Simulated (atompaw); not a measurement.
W: one change to a PAW (atompaw) potential, before and after

atompaw 4.2.0.5 input, output lines left out:

```
W 74
GGA-PBE scalarrelativistic loggrid 2001 logderivrange -3 5 201
6 6 5 4 0 0
6 0 0
6 1 0
5 2 4
0 0 0
c
c
c
c
c
v
c
c
c
c
v
c
c
v
c
2
3.00 2.75 2.45 2.40
y
0.05
n
y
-0.3
n
y
2.6
n
custom polynom2 7 10 vanderbiltortho sinc
3 1 troulliermartins
3.00
3.00
2.85
3.00
3.00
3.00
```

All-electron outer shells of the reference configuration (PBE, scalar-relativistic, ld1.x):

```tsv
shell	level (eV)	outermost node (bohr)	outermost maximum (bohr)
4f	-49.29	–	0.43
5d	-19.88	0.63	1.47
6s	-19.28	1.27	2.48
6p	-12.99	1.51	3.11
```

Change: local potential troulliermartins scheme with l = 3 at 1 Ry, radius 2.92 bohr.

Cutoffs: the cutoffs (Ry, on a coarse ladder) from which the occupation-weighted sum of valence levels, in a spherical-Bessel basis at the reference potential, stays within 10 and 1 mRy of its value at 400 Ry; they do not see the model core or the augmentation charge, which bear on the density cutoff.

Problem. What does the change do?

Solution. The potential gets neither clearly harder nor softer (18 Ry and 35 Ry → 18 Ry and 35 Ry); the bound ghost in p, s disappears; the range in which the s phases agree widens (upper end -0.7 → 2.5). A state that the projectors do not describe sees the local part alone, so a deeper or shallower local part can create or remove a ghost.

```csv
quantity,base,changed
"cutoff, loose",18 Ry,18 Ry
"cutoff, tight",35 Ry,35 Ry
bound ghosts,"p, s",none
s: phases at 3.01 bohr within 0.05 rad from the reference energy up to (Ry; the scan ends near 5),-0.7,2.5
p: phases at 3.01 bohr within 0.05 rad from the reference energy up to (Ry; the scan ends near 5),3.4,3.2
d: phases at 3.01 bohr within 0.05 rad from the reference energy up to (Ry; the scan ends near 5),-0.7,-0.7
lowest overlap eigenvalue by channel,"s 0.78, p 0.54, d 0.98","s 0.79, p 0.55, d 0.98"
```

 A true bound ghost makes a file unfit for plane-wave use even where its test errors are small: the radial tests pick states by their node count and pass the ghost by. The cutoffs see the waves, projectors and local potential, not the compensation charge or the core.
